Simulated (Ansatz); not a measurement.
Harmonic frequencies (cm⁻¹) at PBE0-D4/def2-TZVP from Ansatz: 123, 137, 343, 386, 563, 670, 679, 686, 789, 995, 1141, 1156, 1453, 2144, 2234, 3099, 3158, 3484.

Task: Which molecule is it?
A. `C#CC[TeH]`
B. `B1NCN1`
C. `SC1N[SiH2]1`
D. `NB[SeH]`

Result: A.
